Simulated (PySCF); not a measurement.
## Bond curve of CsIn⁺

Set-up: basis Cs def2-SVP with ECP46, In def2-SVP with ECP28; scalar-relativistic core potentials; PySCF 2.14. Energies in eV from Cs⁺ + In in their ground configurations at the same level. State: ²Σ⁺ (doublet), unpaired electrons σ ↑.

| R (Å) | UHF-CCSD(T) |
| --- | --- |
| 3.981 | -0.3096 |
| 4.158 | -0.3541 |
| 4.290 | -0.3709 |
| 4.423 | -0.3777 |
| 4.556 | -0.3771 |
| 4.733 | -0.3684 |
| 4.954 | -0.3496 |
| 5.219 | -0.3210 |

Put a parabola through the three lowest points of the UHF-CCSD(T) curve and estimate Re, k and ωe (reduced mass 61.63 u; 1 eV/Å² = 0.16022 mdyn/Å; ωe = 1302.8·√(k/μ) cm⁻¹).

Through R = 4.29, 4.423, 4.556 Å the second-order coefficient is 0.209 eV/Å², so Re ≈ 4.479 Å, k ≈ 0.0670 mdyn/Å and ωe ≈ 43 cm⁻¹. A polynomial fit of higher order to the unrounded UHF-CCSD(T) energies gives Re = 4.475 Å, k = 0.0583 mdyn/Å, ωe = 40.1 cm⁻¹; anharmonicity and rounding make the difference.

The higher-order fit for each curve: UHF-CCSD(T): Re = 4.475 Å, ωe = 40.1 cm⁻¹, De = 0.378 eV.

Correlated steps freeze 4 core orbitals. The bond is weak. Basis-set superposition, not corrected here, can be much of De in a small basis, most of all at correlated wavefunction levels. These are scalar-relativistic numbers at best; spin–orbit coupling would shift them, the dissociation energy most. For an ion De counts to the pair picked by the measured ionisation energies or electron affinities, which need not be the lowest pair at this level. The state was picked by a PBE0 search and need not be the measured ground state.
